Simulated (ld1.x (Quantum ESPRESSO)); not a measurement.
# aluminium (Al): excitation energies, all-electron against ultrasoft

```
Element                 : Al
Generator               : ld1.x (Quantum ESPRESSO) 7.5
Type                    : ultrasoft
Functional              : PBEsol
Relativity              : non-relativistic
Frozen core             : [Ne]
Valence charge          : 3
Reference configuration : 3s1 3p0 (charge +2)
Partial waves           : 3s (bound): rcut 1.76, rcutus 2.30 bohr; 3s channel at 0.35 Ry: rcut 1.76, rcutus 2.30 bohr; 3p (bound, empty): rcut 1.64, rcutus 2.14 bohr; 3p channel at -0.45 Ry: rcut 1.64, rcutus 2.14 bohr; 3d channel at 0.3 Ry: rcut 2.08, rcutus 2.64 bohr; 3d channel at 2.15 Ry: rcut 2.08, rcutus 2.64 bohr
Local potential         : all-electron potential smoothed inside 2.08 bohr (lloc = -2)
Core correction         : none
Augmentation charge     : PSQ, radius 1.76 bohr
```

Energies are relative to the spin-unpolarised reference configuration 3s1 3p0; without spin polarisation the order of configurations can differ from experiment.

```csv
valence configuration,charge,ΔE all-electron (eV),error AE − PS (meV)
3s2 3p1,0,-24.883,-5.3
3s2 3p0,+1,-19.137,+13
3s0 3p3,0,-14.545,-17
3s1 3p1,+1,-13.384,-6.2
3s1 3p2,0,-19.796,-19
3s2 3p1.3,-0.3,-25.453,-9.4
```

Task: What are ΔE and the potential's error for 3s2 3p0.5?

Result: ΔE = -22.805 eV all-electron; the error (AE − PS) is +3.6 meV.

ld1.x printed “convergence not achieved” for 5 of the counted tests; their residual had stalled under 1e-8, short of the target of 1e-14.
